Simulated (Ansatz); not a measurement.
`BCB(C)O` → `CBBOC`  (isomerisation)

Isolated molecules relaxed with PBE0-D4/def2-TZVP in Ansatz; ΔE leaves out vibrations. CCSD(T)/CBS adds triple-zeta CCSD(T) − MP2 to the extrapolated MP2 energy (def2 sets, frozen cores). DFT in def2-TZVPP. HSE06 is defined as in plane-wave codes. One conformer a species, not always the lowest.

```json
{"level": "HSE06-D4", "ΔE (kJ/mol)": "143.6", "difference from CCSD(T)/CBS": "-3.8"}
{"level": "PBE-QIDH", "ΔE (kJ/mol)": "150.7", "difference from CCSD(T)/CBS": "3.3"}
{"level": "BLYP", "ΔE (kJ/mol)": "128.3", "difference from CCSD(T)/CBS": "-19.1"}
{"level": "HSE06", "ΔE (kJ/mol)": "142.3", "difference from CCSD(T)/CBS": "-5.1"}
{"level": "LC-ωPBE", "ΔE (kJ/mol)": "143.9", "difference from CCSD(T)/CBS": "-3.5"}
{"level": "RPA@PBE/def2-TZVPP", "ΔE (kJ/mol)": "137.3", "difference from CCSD(T)/CBS": "-10.1"}
{"level": "CCSD/def2-TZVPP", "ΔE (kJ/mol)": "144.6", "difference from CCSD(T)/CBS": "-2.8"}
{"level": "CCSD(T)/def2-TZVPP", "ΔE (kJ/mol)": "146.1", "difference from CCSD(T)/CBS": "-1.3"}
{"level": "SCS-MP2/def2-QZVPP", "ΔE (kJ/mol)": "147.8", "difference from CCSD(T)/CBS": "0.4"}
{"level": "CCSD/CBS(def2)", "ΔE (kJ/mol)": "145.9", "difference from CCSD(T)/CBS": "-1.5"}
{"level": "CCSD(T)/CBS", "ΔE (kJ/mol)": "147.4", "difference from CCSD(T)/CBS": "0"}
```

Largest T1 diagnostic among the species: 0.013.

In def2-TZVPP, CCSD(T) changes the Hartree–Fock value by +12.7 kJ/mol (the triples alone add +1.5 kJ/mol) and MP2 by +24.1 kJ/mol. At CCSD(T), def2-SVP lies −4.6 kJ/mol from the extrapolated value and def2-TZVPP −1.3 kJ/mol. From PBE to PBE0 (25 % exact exchange), in def2-TZVPP and without D4, ΔE moves by +5.1 kJ/mol.
